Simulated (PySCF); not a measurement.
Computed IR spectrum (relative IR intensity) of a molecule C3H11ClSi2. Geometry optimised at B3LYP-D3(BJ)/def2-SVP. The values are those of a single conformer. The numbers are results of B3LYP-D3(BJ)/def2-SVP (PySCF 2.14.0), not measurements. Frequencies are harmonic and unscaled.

Lines under 2 % of the strongest are left out, and lines within 2 cm⁻¹ are merged.

```json
[
 {"ν (cm⁻¹)": "398", "relative intensity": "6.0"},
 {"ν (cm⁻¹)": "452", "relative intensity": "4.2"},
 {"ν (cm⁻¹)": "532", "relative intensity": "34"},
 {"ν (cm⁻¹)": "593", "relative intensity": "9.2"},
 {"ν (cm⁻¹)": "649", "relative intensity": "14"},
 {"ν (cm⁻¹)": "673", "relative intensity": "22"},
 {"ν (cm⁻¹)": "687", "relative intensity": "19"},
 {"ν (cm⁻¹)": "713", "relative intensity": "20"},
 {"ν (cm⁻¹)": "781", "relative intensity": "75"},
 {"ν (cm⁻¹)": "801", "relative intensity": "54"},
 {"ν (cm⁻¹)": "888", "relative intensity": "75"},
 {"ν (cm⁻¹)": "891", "relative intensity": "23"},
 {"ν (cm⁻¹)": "941", "relative intensity": "40"},
 {"ν (cm⁻¹)": "987", "relative intensity": "10"},
 {"ν (cm⁻¹)": "1033", "relative intensity": "11"},
 {"ν (cm⁻¹)": "1269", "relative intensity": "5.6"},
 {"ν (cm⁻¹)": "1433", "relative intensity": "2.0"},
 {"ν (cm⁻¹)": "1436", "relative intensity": "3.1"},
 {"ν (cm⁻¹)": "1474", "relative intensity": "2.0"},
 {"ν (cm⁻¹)": "1480", "relative intensity": "4.1"},
 {"ν (cm⁻¹)": "2190", "relative intensity": "55"},
 {"ν (cm⁻¹)": "2195", "relative intensity": "20"},
 {"ν (cm⁻¹)": "2201", "relative intensity": "100"},
 {"ν (cm⁻¹)": "3024", "relative intensity": "14"},
 {"ν (cm⁻¹)": "3035", "relative intensity": "7.2"},
 {"ν (cm⁻¹)": "3103", "relative intensity": "26"}
]
```

Which structure fits?
A) CC[Si@H](Cl)[SiH2]C
B) C[Si@H]([SiH3])CCCl
C) CC(C)[Si@H]([SiH3])Cl
D) [SiH3][SiH2]CCCCl

A, CC[Si@H](Cl)[SiH2]C
